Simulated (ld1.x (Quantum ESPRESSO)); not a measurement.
## C, ultrasoft: configuration errors across variants

```
Element                 : carbon
Generator               : ld1.x (Quantum ESPRESSO) 7.5
Type                    : ultrasoft
Functional              : PBE
Relativity              : non-relativistic
Frozen core             : [He]
Valence charge          : 4
Reference configuration : 2s2 2p1 (charge +1)
Partial waves           : 2s (bound): rcut 1.25, rcutus 1.35 bohr; 2s channel at 1.65 Ry: rcut 1.25, rcutus 1.35 bohr; 2p (bound): rcut 1.25, rcutus 1.45 bohr; 2p channel at 0.05 Ry: rcut 1.25, rcutus 1.45 bohr; 3d channel at 0.3 Ry: rcut 1.05, rcutus 1.30 bohr; 3d channel at 2.25 Ry: rcut 1.05, rcutus 1.30 bohr
Local potential         : all-electron potential smoothed inside 1.15 bohr (lloc = -2)
Core correction         : none
Augmentation charge     : PSQ, inside the norm-conserving radii
```

All-electron excitation energies from the reference (eV): (1) 2s2 2p2 -10.865; (2) 2s2 2p0 24.160; (3) 2s1 2p0 72.332; (4) 2s2 2p2.3 -12.025; (5) 2s1 2p3 -2.402; (6) 2s2 2p1.5 -6.900; (7) 2s1 2p2 8.737.

2 further variants failed, have other tests or another functional or relativity, and are left out.

Errors AE − PS in meV (a dash: test not solved or not reliable):

```csv
change,(1),(2),(3),(4),(5),(6),(7),bound ghosts
base,+4.1,+46,+153,+4.8,+17,+1.9,+5.2,none
"augmentation built from norm-conserving waves at rcut, not smoothed further",+12,+75,+214,+15,+44,+4.9,+18,none
local potential all-electron potential smoothed inside 1.26 bohr (lloc = -2),+4.1,+46,+153,+4.8,+17,+1.9,+5.2,none
core correction a·sin(br)/r model core inside 0.52 bohr,-5.2,-16,-12,-7.0,-16,-1.8,-5.5,none
"waves 2s (bound): rcut 1.25, rcutus 1.72 bohr; 2s channel at 1.65 Ry: rcut 1.25, rcutus 1.72 bohr",+7.1,+83,–,+8.7,+27,+3.1,+14,none
"waves 2p (bound): rcut 1.25, rcutus 1.82 bohr; 2p channel at 0.05 Ry: rcut 1.25, rcutus 1.82 bohr",+8.7,+57,+185,+11,+29,+3.5,+7.5,none
"wave 3d channel at 0.3 Ry: rcut 1.05, rcutus 1.30 bohr becomes 3d channel at 6.78 Ry: rcut 1.05, rcutus 1.30 bohr",+4.1,+46,+153,+4.8,+17,+1.9,+5.2,none
```

(1) Give the same row for: type PAW; waves now 2s (bound): rcut 1.25, rcutus 1.35 bohr; 2s channel at 1.65 Ry: rcut 1.25, rcutus 1.35 bohr; 2p (bound): rcut 1.25, rcutus 1.45 bohr; 2p channel at 0.05 Ry: rcut 1.25, rcutus 1.45 bohr; 3d channel at 0.3 Ry: rc 1.30 bohr; local potential the d channel; core correction a·sin(br)/r model core, default radius (ld1.x builds one for every PAW set, though the input has nlcc=.false.); augmentation BESSEL, radius 1.40 bohr.

## Answers

(1) +0.5, +1.9, -6.2, +0.5, +2.3, +0.2, +0.5; bound ghosts: none.
